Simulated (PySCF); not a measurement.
# H₂⁻ at UHF-CCSD(T)

Level: UHF-CCSD(T). basis H def2-TZVPPD; no relativity; PySCF 2.14.

For H₂⁻, the state is doublet, unpaired electrons σ ↑ and the bond length is 0.841 Å. The harmonic wavenumber is 2668 cm⁻¹. The force constant is 2.11 mdyn/Å. The rotational constant Be is 47.35 cm⁻¹ and the anharmonicity ωexe is 386 cm⁻¹. The vibration–rotation constant αe is 8.77 cm⁻¹.

Correlated steps freeze no core orbitals. The state is the lowest determinant that a PBE0 search found; another state may lie lower at other levels.
